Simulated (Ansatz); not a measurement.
Calculated with Ansatz (gas phase, PBE0-D4/def2-TZVP geometries, no zero-point term in ΔE). CCSD(T)/CBS is the MP2 limit (def2-TZVPP, def2-QZVPP) plus CCSD(T) − MP2 in def2-TZVPP, frozen cores. For Ga outer-core shells are correlated without core-valence functions, which leaves a few kJ/mol of doubt a bond. Scalar relativity is left out up to krypton. Each species was taken in one conformer, which may not be the lowest.

Reaction (substitution at a C–O bond): `COC(=O)OC` + `[OH][GaH][SH]` → `C[O][GaH][SH]` + `COC(=O)O`

```json
{"species": "`COC(=O)OC`", "CCSD(T)/CBS(def2) energy (Eh)": "-343.28650"}
{"species": "`[OH][GaH][SH]`", "CCSD(T)/CBS(def2) energy (Eh)": "-2398.75721"}
{"species": "`C[O][GaH][SH]`", "CCSD(T)/CBS(def2) energy (Eh)": "-2437.99512"}
{"species": "`COC(=O)O`", "CCSD(T)/CBS(def2) energy (Eh)": "-304.04228"}
```

(1) Work out ΔE.

Largest T1 diagnostic among the species: 0.014.

## Answers

(1) ΔE = (-2437.99512) + (-304.04228) − (-343.28650) − (-2398.75721) = 0.00631 Eh = +16.6 kJ/mol.

At CCSD(T), def2-SVP lies −6.3 kJ/mol from the extrapolated value and def2-TZVPP −0.9 kJ/mol. Leaving LDA and LC-ωPBE aside and taking each functional with its dispersion term where it has one, the values, not all of them listed here, spread over 4.5 kJ/mol, from revPBE-D4 to B2PLYP.
